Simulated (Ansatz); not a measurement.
Steps of a relaxation of GeH$_{7}$NO$_{2}$Si (`O[SiH2][NH][GeH2][OH]`) with RKS PBE0-D4/def2-TZVP.

```sh
$ ansatz run in.yaml --threads 2 --pin off --events-out ev --progress --plain --max-ram 22528MiB --backend cuda --devices 0, --max-vram 18GiB
```

```yaml
crystal:
  periodic: [false, false, false]
  atoms:
    - {symbol: O, position_ang: [-0.769710, -1.633530, 1.045510]}
    - {symbol: Si, position_ang: [0.196090, -1.722910, -0.241560]}
    - {symbol: N, position_ang: [0.256140, -0.142950, -0.993360]}
    - {symbol: Ge, position_ang: [0.240020, 1.468180, -0.203560]}
    - {symbol: O, position_ang: [-0.875200, 1.259260, 1.137480]}
    - {symbol: H, position_ang: [-1.083520, -0.755530, 1.271210]}
    - {symbol: H, position_ang: [1.527760, -2.143540, 0.207020]}
    - {symbol: H, position_ang: [-0.383970, -2.605980, -1.252290]}
    - {symbol: H, position_ang: [0.636220, -0.147710, -1.925400]}
    - {symbol: H, position_ang: [-0.314080, 2.492230, -1.167030]}
    - {symbol: H, position_ang: [1.557230, 1.932350, 0.392710]}
    - {symbol: H, position_ang: [-0.986980, 2.000140, 1.729250]}
basis:
  gaussian: {orbitals: def2-TZVP}
hamiltonian: {xc: pbe0, dispersion: d4}
relax: {f_tol: 0.005, max_steps: 150}
```

Positions (Å) and forces (eV/Å) along the path, 12 of 18 steps:

```xyz
12
step=1 energy=-70083.1826 eV
O    -0.770   -1.634    1.046   -0.336   -0.200    0.562
Si    0.196   -1.723   -0.242    0.012    1.009   -0.486
N     0.256   -0.143   -0.993    0.109   -0.925    0.170
Ge    0.240    1.468   -0.204    0.302    0.363   -0.268
O    -0.875    1.259    1.137   -0.679   -0.516    0.524
H    -1.084   -0.756    1.271   -0.142    0.300    0.163
H     1.528   -2.144    0.207    0.344   -0.312    0.007
H    -0.384   -2.606   -1.252    0.051   -0.455   -0.287
H     0.636   -0.148   -1.925   -0.053    0.100   -0.224
H    -0.314    2.492   -1.167   -0.137    0.402   -0.389
H     1.557    1.932    0.393    0.462    0.118    0.156
H    -0.987    2.000    1.729    0.067    0.117    0.072
12
step=3 energy=-70083.2995 eV
O    -0.773   -1.594    1.075   -0.044   -0.042    0.114
Si    0.194   -1.698   -0.231    0.095    0.077   -0.126
N     0.292   -0.141   -0.992    0.153   -0.126   -0.197
Ge    0.250    1.499   -0.216    0.038    0.056   -0.032
O    -0.943    1.224    1.093   -0.090    0.098    0.115
H    -1.084   -0.707    1.305    0.015    0.024   -0.050
H     1.531   -2.203    0.201   -0.048    0.027    0.019
H    -0.336   -2.655   -1.243   -0.005    0.046    0.023
H     0.535   -0.145   -1.978   -0.137    0.050    0.209
H    -0.264    2.558   -1.215    0.027   -0.071    0.027
H     1.579    1.955    0.433   -0.081   -0.037    0.013
H    -0.983    1.908    1.768    0.076   -0.101   -0.115
12
step=5 energy=-70083.2964 eV rejected
O    -0.677   -1.549    1.123   -0.045    0.316    0.006
Si    0.251   -1.688   -0.220   -0.065   -0.186    0.083
N     0.381   -0.151   -0.989   -0.082    0.333   -1.242
Ge    0.243    1.487   -0.217   -0.022   -0.055    0.110
O    -1.090    1.294    0.989    0.564    0.850    1.002
H    -1.092   -0.673    1.235    0.104   -0.300   -0.058
H     1.568   -2.226    0.214   -0.020    0.030    0.001
H    -0.326   -2.622   -1.227   -0.001    0.012    0.004
H     0.250   -0.108   -2.016    0.129   -0.188    1.129
H    -0.137    2.506   -1.306    0.021   -0.018    0.068
H     1.474    1.912    0.621   -0.074   -0.037   -0.112
H    -0.845    1.817    1.793   -0.509   -0.758   -0.991
12
step=6 energy=-70083.3406 eV
O    -0.691   -1.555    1.122    0.052    0.006    0.010
Si    0.231   -1.688   -0.223    0.022   -0.029    0.022
N     0.357   -0.144   -0.990    0.055    0.070   -0.007
Ge    0.249    1.494   -0.215    0.038   -0.069   -0.025
O    -1.049    1.270    1.007    0.006    0.009   -0.088
H    -1.085   -0.682    1.262   -0.017   -0.005   -0.049
H     1.555   -2.221    0.200   -0.029    0.007    0.006
H    -0.345   -2.624   -1.227   -0.004    0.019    0.000
H     0.337   -0.123   -1.997   -0.046   -0.042   -0.031
H    -0.161    2.526   -1.279   -0.008   -0.001    0.009
H     1.511    1.931    0.559   -0.034   -0.031    0.000
H    -0.910    1.817    1.780   -0.036    0.065    0.154
12
step=8 energy=-70083.3552 eV
O    -0.539   -1.528    1.193   -0.021    0.208   -0.022
Si    0.277   -1.680   -0.221   -0.033    0.021   -0.059
N     0.353   -0.142   -1.013    0.035   -0.050    0.019
Ge    0.265    1.483   -0.205   -0.095    0.048    0.045
O    -1.148    1.362    0.909    0.112   -0.084   -0.045
H    -1.068   -0.718    1.259    0.033   -0.128   -0.035
H     1.613   -2.221    0.139   -0.014    0.013   -0.007
H    -0.373   -2.605   -1.192    0.009   -0.008    0.029
H     0.141   -0.128   -2.000   -0.003   -0.005    0.064
H    -0.009    2.550   -1.277    0.009   -0.014    0.019
H     1.492    1.807    0.668   -0.029   -0.042   -0.014
H    -1.005    1.821    1.740   -0.004    0.040    0.005
12
step=9 energy=-70083.3598 eV
O    -0.493   -1.494    1.209   -0.045    0.107   -0.120
Si    0.290   -1.673   -0.224   -0.032    0.021    0.074
N     0.358   -0.141   -1.026    0.009   -0.027    0.056
Ge    0.269    1.475   -0.201   -0.037   -0.045    0.131
O    -1.144    1.334    0.912    0.068    0.067   -0.058
H    -1.091   -0.731    1.232    0.118   -0.099    0.040
H     1.632   -2.209    0.121   -0.030    0.003   -0.006
H    -0.382   -2.610   -1.168    0.012    0.013    0.011
H     0.094   -0.126   -1.997   -0.019   -0.006   -0.077
H     0.011    2.562   -1.258    0.011   -0.017    0.040
H     1.495    1.747    0.692   -0.029    0.021   -0.053
H    -1.040    1.866    1.706   -0.027   -0.039   -0.038
12
step=10 energy=-70083.3614 eV
O    -0.440   -1.457    1.226   -0.092    0.135    0.005
Si    0.293   -1.657   -0.224    0.011   -0.093   -0.095
N     0.362   -0.141   -1.050    0.005   -0.005    0.115
Ge    0.270    1.456   -0.191    0.010    0.068   -0.072
O    -1.170    1.316    0.880    0.013    0.020   -0.010
H    -1.057   -0.709    1.261    0.108   -0.089    0.010
H     1.636   -2.206    0.090    0.000   -0.012    0.002
H    -0.419   -2.595   -1.134    0.006   -0.023   -0.004
H     0.088   -0.121   -2.020   -0.017   -0.005   -0.005
H     0.041    2.567   -1.231    0.022   -0.015    0.055
H     1.488    1.697    0.720   -0.038    0.012   -0.019
H    -1.092    1.851    1.673   -0.028    0.007    0.018
12
step=11 energy=-70083.3643 eV
O    -0.426   -1.462    1.228   -0.024    0.052   -0.018
Si    0.293   -1.669   -0.231    0.031   -0.051    0.002
N     0.362   -0.145   -1.044   -0.016    0.022    0.041
Ge    0.268    1.456   -0.190    0.021    0.054   -0.009
O    -1.180    1.324    0.872    0.019    0.019    0.047
H    -1.025   -0.703    1.270    0.011   -0.022    0.015
H     1.634   -2.225    0.074    0.002   -0.010   -0.012
H    -0.427   -2.607   -1.136   -0.004    0.012   -0.002
H     0.080   -0.123   -2.012   -0.004   -0.001   -0.010
H     0.059    2.578   -1.219   -0.008   -0.026   -0.008
H     1.477    1.705    0.728   -0.005   -0.019    0.002
H    -1.114    1.870    1.660   -0.023   -0.030   -0.047
12
step=14 energy=-70083.3664 eV
O    -0.360   -1.446    1.248    0.019   -0.018    0.007
Si    0.298   -1.672   -0.236   -0.012   -0.001    0.001
N     0.372   -0.143   -1.040    0.005    0.006    0.002
Ge    0.270    1.453   -0.178    0.007   -0.002   -0.008
O    -1.197    1.305    0.856    0.002    0.046    0.057
H    -0.973   -0.701    1.309   -0.006    0.008   -0.012
H     1.632   -2.273    0.013   -0.008    0.003    0.001
H    -0.482   -2.583   -1.120    0.001    0.003    0.005
H     0.096   -0.116   -2.009    0.002    0.005    0.005
H     0.078    2.576   -1.208   -0.005   -0.001    0.000
H     1.464    1.690    0.762    0.000   -0.002   -0.001
H    -1.198    1.911    1.602   -0.005   -0.046   -0.056
12
step=15 energy=-70083.3666 eV
O    -0.347   -1.444    1.252    0.002   -0.002    0.010
Si    0.297   -1.673   -0.237   -0.003   -0.005   -0.003
N     0.377   -0.143   -1.039    0.003    0.009    0.009
Ge    0.272    1.452   -0.175   -0.004   -0.007   -0.009
O    -1.198    1.300    0.853    0.005    0.027    0.033
H    -0.964   -0.701    1.315    0.001   -0.001   -0.009
H     1.628   -2.283    0.003   -0.003    0.001   -0.001
H    -0.495   -2.578   -1.116    0.002    0.005    0.004
H     0.103   -0.113   -2.009    0.000    0.003   -0.001
H     0.077    2.577   -1.204    0.000    0.000   -0.002
H     1.463    1.691    0.766   -0.002   -0.002    0.000
H    -1.214    1.916    1.591   -0.001   -0.028   -0.032
12
step=17 energy=-70083.3666 eV
O    -0.335   -1.441    1.256    0.000    0.001    0.003
Si    0.297   -1.673   -0.237    0.001   -0.002   -0.004
N     0.384   -0.143   -1.037    0.001    0.000    0.003
Ge    0.272    1.452   -0.174   -0.004    0.005   -0.002
O    -1.200    1.295    0.851    0.002   -0.009   -0.008
H    -0.954   -0.700    1.320   -0.002    0.001   -0.002
H     1.624   -2.296   -0.007    0.001    0.000    0.000
H    -0.510   -2.569   -1.112   -0.001   -0.001    0.000
H     0.113   -0.112   -2.008    0.000   -0.001   -0.001
H     0.076    2.575   -1.204    0.000    0.001    0.000
H     1.460    1.696    0.770    0.000   -0.002    0.001
H    -1.226    1.915    1.582    0.001    0.007    0.009
12
step=18 energy=-70083.3667 eV
O    -0.336   -1.440    1.256    0.000   -0.001    0.002
Si    0.297   -1.673   -0.237    0.001   -0.001   -0.001
N     0.384   -0.143   -1.037    0.000   -0.001    0.000
Ge    0.271    1.452   -0.175   -0.002    0.002    0.001
O    -1.200    1.295    0.851   -0.001   -0.002   -0.002
H    -0.955   -0.700    1.319    0.000    0.001   -0.001
H     1.624   -2.295   -0.006    0.000    0.000    0.000
H    -0.509   -2.570   -1.112   -0.001    0.000    0.000
H     0.113   -0.112   -2.008    0.001    0.000    0.000
H     0.076    2.575   -1.205    0.001    0.000    0.000
H     1.460    1.696    0.770    0.000    0.000    0.000
H    -1.224    1.914    1.584    0.001    0.002    0.002
```

It took 46 s on 2 threads of an AMD EPYC 7R13 on a shared host and a share of an NVIDIA H100 80 GB, with 0.92 GiB of host memory at the peak.
